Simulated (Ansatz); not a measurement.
`[K][Br]` + H–F → `[F][K]` + HBr at 400 K and 1 bar (ligand exchange at a K–Br bond).

Isolated molecules relaxed with PBE0-D4/def2-TZVP in Ansatz; ΔE leaves out vibrations. CCSD(T)/CBS is the MP2 limit (def2-TZVPP, def2-QZVPP) plus CCSD(T) − MP2 in def2-TZVPP, frozen cores. This one scheme is used for every species. For Br, K outer-core shells are correlated without core-valence functions, which leaves a few kJ/mol of doubt a bond. Scalar relativity is left out up to krypton.

```json
{"species": "`[K][Br]`", "CCSD(T)/CBS energy (Eh)": "-3172.84244", "H − E (kJ/mol)": "15.1", "S (J/(mol·K))": "261.4"}
{"species": "H–F", "CCSD(T)/CBS energy (Eh)": "-100.39570", "H − E (kJ/mol)": "36.5", "S (J/(mol·K))": "182.2"}
{"species": "`[F][K]`", "CCSD(T)/CBS energy (Eh)": "-699.28088", "H − E (kJ/mol)": "15.6", "S (J/(mol·K))": "237.0"}
{"species": "HBr", "CCSD(T)/CBS energy (Eh)": "-2573.91920", "H − E (kJ/mol)": "27.6", "S (J/(mol·K))": "207.2"}
```

H − E and S are ideal-gas, rigid-rotor, harmonic terms from PBE0-D4/def2-TZVP. 1 Eh = 2625.50 kJ/mol, R = 8.31446 J/(mol·K).

**Question.** By hand: ΔE, ΔH, ΔS and ΔG.

**Answer.** ΔE = (-699.28088) + (-2573.91920) − (-3172.84244) − (-100.39570) = 0.03806 Eh = 99.9 kJ/mol. Δ(H − E) = 15.6 + 27.6 − 15.1 − 36.5 = -8.4, so ΔH = 91.5 kJ/mol. ΔS = 237.0 + 207.2 − 261.4 − 182.2 = 0.6 J/(mol·K). ΔG = 91.5 − 400 × (0.6)/1000 = 91.3 kJ/mol.

**Question.** By hand: the equilibrium constant, and the temperature at which ΔG would vanish if ΔH and ΔS stayed fixed.

**Answer.** log₁₀ K = −ΔG/(RT ln 10) = -11.9. ΔG = 0 at ΔH/ΔS = 152500 K, far beyond where these terms or the molecules hold.

The number of gas molecules stays the same, so ΔS is small and ΔH decides. A doubt of 5 kJ/mol in ΔE shifts log₁₀ K by 0.7 here. These are equilibria of isolated gas molecules and say nothing of rates. Largest T1 diagnostic: 0.012 (customary marks: 0.02 for closed shells, 0.045 for open ones).
